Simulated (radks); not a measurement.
Question: The germanium ion Ge5+, 27 electrons, occupied as [Ne] 3s2 3p5.75 3d9 4d0.25 (fractional occupations, a model configuration). Calculated with a radial shooting solver on a logarithmic mesh with Libxc functionals: Dirac Kohn-Sham, BLYP, spin-unpolarised, spherical densities, point nucleus; open shells fill j = l - 1/2 first. Some entries of the table are withheld. Estimate them.

| orbital | occ. | eigenvalue (eV) | r(max) (bohr) |
|---|---|---|---|
| 1s1/2 | 2 | -11045.98 | 0.03072 |
| 2s1/2 | 2 | (1) | 0.1761 |
| 2p1/2 | 2 | (2) | 0.1391 |
| 2p3/2 | 4 | (3) | 0.1421 |
| 3s1/2 | 2 | -248.5195 | 0.5401 |
| 3p1/2 | 2 | (4) | 0.5340 |
| 3p3/2 | 3.75 | (5) | 0.5421 |
| 3d3/2 | 4 | -108.3880 | 0.4913 |
| 3d5/2 | 5 | -107.7349 | 0.4939 |
| 4s1/2 | 0 | -70.3626 | 1.489 |
| 4p1/2 | 0 | (6) | (7) |
| 4p3/2 | 0 | (8) | (9) |
| 4d3/2 | 0.25 | -38.9975 | 2.065 |
| 4d5/2 | 0 | -38.9178 | 2.071 |

Answer: 
(1) 2s1/2 eigenvalue (eV): -1455.472
(2) 2p1/2 eigenvalue (eV): -1304.330
(3) 2p3/2 eigenvalue (eV): -1272.408
(4) 3p1/2 eigenvalue (eV): -198.3933
(5) 3p3/2 eigenvalue (eV): -193.9580
(6) 4p1/2 eigenvalue (eV): -57.9574
(7) 4p1/2 r(max) (bohr): 1.632
(8) 4p3/2 eigenvalue (eV): -57.3499
(9) 4p3/2 r(max) (bohr): 1.652
